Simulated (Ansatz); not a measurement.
This geometry of C2H9GeNSi (14 atoms, charge 0, multiplicity 1) is a first-order saddle point.

Theory: RKS LDA/def2-SVP (Ansatz 0.2.0).

```xyz
14
Properties=species:S:1:pos:R:3
N -1.298 -1.860 0.260
C -0.205 -1.028 -0.080
Ge 1.142 -0.521 1.221
C -0.199 0.482 0.191
Si 0.305 1.692 -1.132
H -1.605 -1.729 1.233
H -2.111 -1.678 -0.348
H 0.242 -1.296 -1.063
H 0.806 -0.684 2.706
H 2.603 -0.318 0.812
H -1.040 0.813 0.834
H 1.715 2.201 -0.963
H -0.612 2.889 -1.162
H 0.242 1.009 -2.479
```

Task: Which two structures does it join? (They come from a converged band through this point; their orientation in space is the band's.)

Result: No bond is made or broken. The dihedral Ge3–C4–Si5–H13 goes from 156 to -82°. The two ends are copies of one structure, up to a mirror image or an exchange of like atoms.

First end point:

```xyz
14
Properties=species:S:1:pos:R:3
N -1.736 -1.438 0.410
C -0.551 -0.880 -0.127
Ge 1.154 -0.997 0.802
C -0.014 0.494 0.286
Si 0.576 1.698 -0.992
H -1.764 -1.384 1.436
H -2.573 -0.954 0.051
H -0.441 -1.092 -1.213
H 1.115 -1.324 2.298
H 2.474 -1.159 0.045
H -0.534 0.930 1.164
H 1.487 2.738 -0.393
H -0.555 2.409 -1.703
H 1.349 0.929 -2.037
```

Last end point:

```xyz
14
Properties=species:S:1:pos:R:3
N -1.058 -2.002 0.342
C -0.080 -1.043 -0.018
Ge 1.115 -0.248 1.295
C -0.298 0.465 0.134
Si 0.153 1.626 -1.237
H -1.452 -1.827 1.275
H -1.842 -2.006 -0.329
H 0.460 -1.323 -0.948
H 0.706 -0.355 2.767
H 2.563 0.112 0.952
H -1.208 0.727 0.714
H 1.469 1.169 -1.822
H 0.317 3.038 -0.735
H -0.859 1.637 -2.361
```

Task: How far does it lie above each of them?

Result: 0.079 eV above the first and 0.079 eV above the second. This is the barrier of this one path; another mechanism may lie lower.

Run time: 44 s on 2 threads of AMD EPYC 9R14 (Zen 4), with other jobs on the host, peak memory 0.21 GiB.
